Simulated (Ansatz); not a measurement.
The same ligand exchange along the group N, As, Sb.

Computed with Ansatz on PBE0-D4/def2-TZVP structures; ΔE is electronic, products minus reactants. CCSD(T)/CBS is the MP2 limit (def2-TZVPP, def2-QZVPP) plus CCSD(T) − MP2 in def2-TZVPP, frozen cores. DFT in def2-TZVPP. B3LYP here is the variant with VWN-RPA as its local correlation; programs differ in this. Elements past krypton have def2 core potentials. For As, Sb outer-core shells are correlated without core-valence functions, which leaves a few kJ/mol of doubt a bond. Scalar relativity is left out up to krypton. One conformer a species, not always the lowest.

| reaction | CCSD(T)/CBS(def2) (eV) |
| --- | --- |
| `CN(C)[SiH3]` + `[CH3][Al]([OH])[OH]` → `[CH3][Al]([OH])[O][SiH3]` + `CNC` | -0.70 |
| `C[As](C)[SiH3]` + `[CH3][Al]([OH])[OH]` → `[CH3][Al]([OH])[O][SiH3]` + `C[AsH]C` | -0.86 |
| `[CH3][Sb]([CH3])[SiH3]` + `[CH3][Al]([OH])[OH]` → `[CH3][Al]([OH])[O][SiH3]` + `[CH3][SbH][CH3]` | ? |

(1) Fill in the missing values. (Estimate.)

Largest T1 diagnostic: 0.012, for `[CH3][Sb]([CH3])[SiH3]`.

Results:

(1) Ansatz gave: `[CH3][Sb]([CH3])[SiH3]` + `[CH3][Al]([OH])[OH]` → `[CH3][Al]([OH])[O][SiH3]` + `[CH3][SbH][CH3]`: -0.79 eV.
